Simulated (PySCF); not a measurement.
**Sb²⁺ (antimony, charge +2) across methods**

[Kr] 4d10 5s2 5p1, 2P determinant. Calculation: PySCF 2.14, in aug-cc-pVTZ-DK3 (8s7p5d2f, 68 functions); scalar relativity by spin-free X2C-1e. The B2PLYP total includes its PT2 part (frozen core); its orbital energies are those of the SCF part.

| method | E (hartree) | mean ε 5s α (eV) | mean ε 5s β (eV) | mean ε 5p α (eV) | Σ⟨r²⟩ (bohr²) | ⟨S²⟩ |
| --- | --- | --- | --- | --- | --- | --- |
| UHF | -6476.80668 | -34.064 | -31.715 | -24.430 | 38.31 | 0.759 |
| LDA | -6473.34 | -30.065 | -29.390 | -20.582 | 37.76 | 0.751 |
| TPSSh | -6479.29 | -30.233 | -29.164 | -21.030 | 37.86 | 0.752 |
| B2PLYP | -6478.87 | -32.192 | -30.741 | -22.603 | 38.06 | 0.754 |
| r2SCAN | -6479.56 | -30.018 | -29.029 | -20.855 | 37.83 | 0.754 |
| B3LYP | -6479.63 | -30.850 | -29.943 | -21.380 | 37.91 | 0.752 |
| wB97X | -6479.80 | -33.541 | -32.587 | -23.783 | 37.84 | 0.751 |
| PBE0 | -6479.22 | -31.024 | -29.896 | -21.646 | 37.86 | 0.752 |

**Question.** Estimate the same row for PBE.

**Answer.** E (hartree) = -6479.14; mean ε 5s α (eV) = -29.697; mean ε 5s β (eV) = -28.922; mean ε 5p α (eV) = -20.483; Σ⟨r²⟩ (bohr²) = 37.86; ⟨S²⟩ = 0.751.
